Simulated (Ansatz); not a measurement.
`F[CH2][SnH2][SH]` + H–F → `F[CH2][SnH2][F]` + H₂S at 700 K and 1 bar (ligand exchange at the Sn–S bond).

Calculated with Ansatz (gas phase, PBE0-D4/def2-TZVP geometries, no zero-point term in ΔE). CCSD(T)/CBS is the MP2 limit (def2-TZVPP, def2-QZVPP) plus CCSD(T) − MP2 in def2-TZVPP, frozen cores. This one scheme is used for every species. def2 core potentials past Kr. For Sn outer-core shells are correlated without core-valence functions, which leaves a few kJ/mol of doubt a bond. Each species was taken in one conformer, which may not be the lowest.

| species | CCSD(T)/CBS energy (Eh) | H − E (kJ/mol) | S (J/(mol·K)) |
| --- | --- | --- | --- |
| `F[CH2][SnH2][SH]` | -752.64602 | 211.5 | 479.8 |
| H–F | -100.39570 | 45.2 | 198.5 |
| `F[CH2][SnH2][F]` | -454.06536 | 183.4 | 444.5 |
| H₂S | -398.97279 | 64.8 | 236.9 |

H − E and S are ideal-gas, rigid-rotor, harmonic terms from PBE0-D4/def2-TZVP, for one conformer and one mirror image of each species. 1 Eh = 2625.50 kJ/mol, R = 8.31446 J/(mol·K).

**Question.** By hand: ΔE, ΔH, ΔS and ΔG.

**Answer.** ΔE = (-454.06536) + (-398.97279) − (-752.64602) − (-100.39570) = 0.00357 Eh = 9.4 kJ/mol. Δ(H − E) = 183.4 + 64.8 − 211.5 − 45.2 = -8.5, so ΔH = 0.9 kJ/mol. ΔS = 444.5 + 236.9 − 479.8 − 198.5 = 3.1 J/(mol·K). ΔG = 0.9 − 700 × (3.1)/1000 = -1.3 kJ/mol.

**Question.** By hand: the equilibrium constant, and the temperature at which ΔG would vanish if ΔH and ΔS stayed fixed.

**Answer.** log₁₀ K = −ΔG/(RT ln 10) = 0.1. ΔG = 0 at ΔH/ΔS = 290 K, though so small a ΔH makes that figure unsure.

TΔS isn't small against ΔH here. The sign of ΔG lies within the doubt. A doubt of 5 kJ/mol in ΔE shifts log₁₀ K by 0.4 here. Other conformers and mirror images would add mixing entropy, several J/(mol·K) or more a flexible species. Modes under 60 cm⁻¹, often nearly free rotors, make the harmonic entropy too high. These are equilibria of isolated gas molecules and say nothing of rates. Largest T1 diagnostic: 0.013 (customary marks: 0.02 for closed shells, 0.045 for open ones).
